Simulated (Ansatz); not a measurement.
# Which method gave which barrier?

Saddle point of ZnH3BrO, singlet (ZnH₂O ([OH][ZnH]) + HBr → ZnHBrO ([OH][Zn][Br]) + H₂; bonds formed: Zn1–Br5, H2–H4; bonds broken: Zn1–H2, H4–Br5), PBE0-D4/def2-TZVP structure:

Zn1  (0.122, -0.147, 0.184)
H2  (-0.226, 1.204, 1.039)
O3  (0.733, -1.768, -0.206)
H4  (-0.672, 1.512, 0.028)
Br5  (-1.115, 1.419, -1.571)
H6  (1.158, -2.220, 0.526)
(Å)

Computed with Ansatz 0.2.0 (basis: def2-TZVPP, with def2-QZVPP for the basis limit); correlated methods freeze the cores. The 3s and 3p shells of Cu and Zn are frozen; filled d shells are correlated. The def2 sets are not built for correlating such inner shells, so the correlated values are less sure here. Extrapolation: Hartree–Fock as exp(−7.88 √X), correlation as X^−2.97. Four methods, as single points on the PBE0-D4 structures, gave these electronic barriers from the start structure: 33.9, 41.3, 60.1, 85.0 kJ/mol.

Task: The methods were, in alphabetical order, CCSD(T), HF, PBE-D4, PBE0-D4. Which gave which? (A judgement: the text doesn't fix the answer.)

Result: Computed: PBE-D4 33.9; PBE0-D4 41.3; CCSD(T) 60.1; HF 85.0 kJ/mol. For comparison, CCSD(T) at an estimated basis limit (MP2 extrapolated from triple and quadruple zeta, plus CCSD(T) − MP2 in triple zeta) gives 53.8 kJ/mol.

The T1 diagnostic stays at or below 0.015. The end structure is not quite a true minimum (one mode of 47i cm⁻¹).

Labels in which every atom is bracketed show which atoms are joined, not bond orders.

For scale, one of the runs: CCSD(T)/def2-TZVPP, 185 basis functions, launched by `ansatz run in.yaml --threads 4 --pin off --events-out ev --progress --plain --max-ram 9574MiB`. Hardware: 4 CPU threads of an Intel Xeon, shared host. Wall time 82 s; peak host memory 2 GiB.
